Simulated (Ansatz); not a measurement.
Mulliken charges of `C#[C][Ti]([OH])([OH])[OH]` from B3LYP/def2-TZVPP in Ansatz (PBE0-D4/def2-TZVP geometry).

```json
{"atom": "C1", "x (Å)": "1.339", "y (Å)": "-1.734", "z (Å)": "-1.501", "charge (e)": "-0.067"}
{"atom": "C2", "x (Å)": "0.781", "y (Å)": "-0.918", "z (Å)": "-0.797", "charge (e)": "-0.431"}
{"atom": "Ti3", "x (Å)": "-0.166", "y (Å)": "0.453", "z (Å)": "0.395", "charge (e)": "1.014"}
{"atom": "O4", "x (Å)": "-0.365", "y (Å)": "-0.318", "z (Å)": "1.989", "charge (e)": "-0.440"}
{"atom": "O5", "x (Å)": "-1.698", "y (Å)": "0.828", "z (Å)": "-0.423", "charge (e)": "-0.447"}
{"atom": "O6", "x (Å)": "0.862", "y (Å)": "1.907", "z (Å)": "0.556", "charge (e)": "-0.435"}
{"atom": "H7", "x (Å)": "1.833", "y (Å)": "-2.450", "z (Å)": "-2.119", "charge (e)": "0.234"}
{"atom": "H8", "x (Å)": "-0.731", "y (Å)": "-1.148", "z (Å)": "2.296", "charge (e)": "0.191"}
{"atom": "H9", "x (Å)": "-2.626", "y (Å)": "0.600", "z (Å)": "-0.450", "charge (e)": "0.191"}
{"atom": "H10", "x (Å)": "0.855", "y (Å)": "2.726", "z (Å)": "0.057", "charge (e)": "0.191"}
```

By hand: the dipole of these point charges (1 e Å = 4.8032 D).

Σ q r = (-0.099, -0.246, -0.216) e Å, of length 0.342 e Å = 1.64 D.

How does the dipole of the full density compare? (Best estimate.)

Computed: (-0.489, -0.045, -0.050) e Å, 2.37 D; the point charges give 0.69 times that, at 65° from its direction.

Point charges leave out the atoms' own dipoles, such as those of lone pairs, and Mulliken's split depends on the basis, so the two needn't agree.

B3LYP here is the variant with VWN-RPA as its local correlation; programs differ in this.
